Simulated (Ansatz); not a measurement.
Consider the formal exchange of groups at the Si–O bond: `O[SiH](O)[SiH3]` + CH₃OH → `OC[SiH](O)[SiH3]` + H₂O.

Program: Ansatz. Geometries: PBE0-D4/def2-TZVP. ΔE: electronic, gas phase. CCSD(T)/CBS adds triple-zeta CCSD(T) − MP2 to the extrapolated MP2 energy (def2 sets, frozen cores). This one scheme is used for every species. DFT in def2-TZVPP. B3LYP here is the variant with VWN-RPA as its local correlation; programs differ in this. One conformer a species, not always the lowest.

| level | ΔE (eV) |
| --- | --- |
| B3LYP-D4 | 1.27 |
| MP2/def2-TZVPP | 1.28 |

Q: What does CCSD(T)/CBS give? (An estimate is asked.)

A: The calculation gave: +1.24 eV. The listed levels differ from it by 0.03, 0.04 eV.

Largest T1 diagnostic among the species: 0.013.

From PBE to PBE0 (25 % exact exchange), in def2-TZVPP and without D4, ΔE moves by +0.06 eV. The D4 term adds −0.07 eV with B3LYP and −0.04 eV with PBE0; it sums over pairs of atoms, weighted by their polarisabilities, and B3LYP, whose exchange is more repulsive, gets the larger term.
